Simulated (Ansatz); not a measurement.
```xyz
12

C     1.4000    0.0000    0.0000
C     0.7000    1.2124    0.0000
C    -0.7000    1.2124    0.0000
C    -1.4000    0.0000    0.0000
C    -0.7000   -1.2124    0.0000
C     0.7000   -1.2124    0.0000
O     2.6500    0.0000    0.0000
H     1.2425    2.1521    0.0000
O    -1.3250    2.2950    0.0000
H    -2.4850    0.0000    0.0000
H    -1.2425   -2.1521    0.0000
H     1.2425   -2.1521    0.0000
```

Basis set: def2-TZVP (spherical functions). Charge 0, multiplicity 3.

Computed with Ansatz (development build ahead of 0.2.0); each method stands on the lowest determinant of its kind that the runs found. Restricted functionals stand beside restricted open-shell atoms, which can lie above the unrestricted atoms usual in DFT and then raise those values.

The atomization energy at this shape (free ground-state atoms in the same class of orbitals less the molecule, no zero-point energy) of triplet C₆H₄O₂:

```tsv
method	atomization energy
ωB97X (unrestricted)	5792.4 kJ/mol
PBE0 (restricted open-shell)	5900.1 kJ/mol
UHF	4177.3 kJ/mol
ROHF	4117.4 kJ/mol
```

**Question.** What does PBE0 (unrestricted) give?

**Answer.** 5882.0 kJ/mol. Caution: another spin multiplicity may lie lower. Caution for ωB97X (unrestricted), UHF: the unrestricted determinant is spin contaminated. Caution for ROHF: an unrestricted determinant lies well below.

The shape needn't be a minimum at these levels.
